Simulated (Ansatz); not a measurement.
Consider the ligand exchange at the In–Cl bond: `[Cl][InH2]` + `C[SeH]` → `C[Se][InH2]` + HCl.

Isolated molecules relaxed with PBE0-D4/def2-TZVP in Ansatz; ΔE leaves out vibrations. CCSD(T)/CBS adds triple-zeta CCSD(T) − MP2 to the extrapolated MP2 energy (def2 sets, frozen cores). This one scheme is used for every species. DFT in def2-TZVPP. HSE06 is defined as in plane-wave codes. def2 core potentials past Kr. For In, Se outer-core shells are correlated without core-valence functions, which leaves a few kJ/mol of doubt a bond. Scalar relativity is left out up to krypton.

`[Cl][InH2]`:

Z-matrix (Å, degrees):
```
In
Cl 1 2.343
H 1 1.705 2 112.5
H 1 1.705 2 112.5 3 180.0
```

`C[SeH]`:

Cartesian coordinates in Å:
```
C 0.242 -0.432 0.230
Se -1.245 0.772 -0.140
H 0.586 -0.908 -0.685
H -0.149 -1.191 0.906
H 1.053 0.102 0.720
H -0.486 1.658 -1.031
```

`C[Se][InH2]`:

Cartesian coordinates in Å:
```
C 0.870 1.140 -0.478
Se 1.172 -0.364 0.746
In -1.059 -1.469 0.641
H 1.593 1.073 -1.288
H -0.140 1.112 -0.884
H 1.017 2.067 0.074
H -2.178 -0.679 -0.398
H -1.275 -2.879 1.587
```

HCl:

```xyz
2

Cl   -0.570   -0.148    0.250
H     0.570    0.148   -0.250
```

```json
{"level": "PBE0-D4", "ΔE (kcal/mol)": "3.4", "difference from CCSD(T)/CBS": "0.4"}
{"level": "r2SCAN0-D4", "ΔE (kcal/mol)": "4.3", "difference from CCSD(T)/CBS": "1.3"}
{"level": "HSE06-D4", "ΔE (kcal/mol)": "3.4", "difference from CCSD(T)/CBS": "0.4"}
{"level": "CAM-B3LYP-D4", "ΔE (kcal/mol)": "5.2", "difference from CCSD(T)/CBS": "2.2"}
{"level": "ωB97M-V", "ΔE (kcal/mol)": "4.7", "difference from CCSD(T)/CBS": "1.7"}
{"level": "B2PLYP", "ΔE (kcal/mol)": "4.6", "difference from CCSD(T)/CBS": "1.6"}
{"level": "PBE-QIDH", "ΔE (kcal/mol)": "3.8", "difference from CCSD(T)/CBS": "0.8"}
{"level": "r2SCAN", "ΔE (kcal/mol)": "4.4", "difference from CCSD(T)/CBS": "1.4"}
{"level": "LC-ωPBE", "ΔE (kcal/mol)": "5.5", "difference from CCSD(T)/CBS": "2.5"}
{"level": "CCSD/def2-SVP", "ΔE (kcal/mol)": "5.1", "difference from CCSD(T)/CBS": "2.1"}
{"level": "CCSD(T)/CBS", "ΔE (kcal/mol)": "3.0", "difference from CCSD(T)/CBS": "0"}
```

(1) What do rigid-rotor, harmonic-oscillator terms from PBE0-D4/def2-TZVP frequencies (298.15 K, 1 bar) make of the CCSD(T)/CBS value? (Best estimate.)

Largest T1 diagnostic among the species: 0.014.

Results:

(1) Ansatz gave: ΔZPE = -0.5 kcal/mol, ΔH = +3.2 kcal/mol, ΔS = -7 J/(mol·K), ΔG = +3.7 kcal/mol.

At CCSD(T), def2-SVP lies +1.5 kcal/mol from the extrapolated value and def2-TZVPP +0.4 kcal/mol. The D4 term adds −1.2 kcal/mol with B3LYP and −0.7 kcal/mol with PBE0; it sums over pairs of atoms, weighted by their polarisabilities, and B3LYP, whose exchange is more repulsive, gets the larger term.

B3LYP here is the variant with VWN-RPA as its local correlation; programs differ in this.
